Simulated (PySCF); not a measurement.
A structure optimised at PBE-D3(BJ)/def2-SVP, used in a PySCF frequency run:

```
C
F 1 1.3647
H 1 1.1062 2 114.58
C 1 1.5032 3 114.79 2 -146.13
F 4 1.3608 1 118.01 3 4.15
H 4 1.1056 5 113.90 1 -145.87
C 1 1.5032 3 114.79 2 146.13
F 7 1.3608 1 118.01 3 -4.15
H 7 1.1056 8 113.90 1 145.87
```
Charge 0, spin multiplicity 1.

Task: Write its SMILES, formula and point group.

Result: F[C@H]1[C@H](F)[C@H]1F, C3H3F3, Cs

Task: What are its rotational constants (standard atomic weights)?

Result: 4.6143, 3.1163, 2.0754 GHz
